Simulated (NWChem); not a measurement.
Species: AlH₃O₂; SMILES [OH][AlH][OH]

```xyz
6

Al    -0.4579    -0.0102     0.0000
H     -2.0315    -0.0471     0.0000
O      0.3652    -1.4932     0.0000
H      1.3178    -1.5979     0.0000
O      0.4548     1.4257     0.0000
H      0.1067     2.3180     0.0000
```
Atoms are numbered in this order, from 1.

Computed with NWChem. All runs use the structure optimised with PBE0/def2-SVP. Level PBE0/def2-SVPD: single points from the atomic guess with DIIS by default; each run changes one setting, and all converged runs end within 0.3 mHa of each other.

```csv
setting,SCF iterations
defaults,7
core-Hamiltonian guess,13
70 % damping for 30 cycles,31
level shift of 0.5 Ha throughout,13
DIIS on 3 Fock matrices,8
DIIS on 20 Fock matrices,7
```
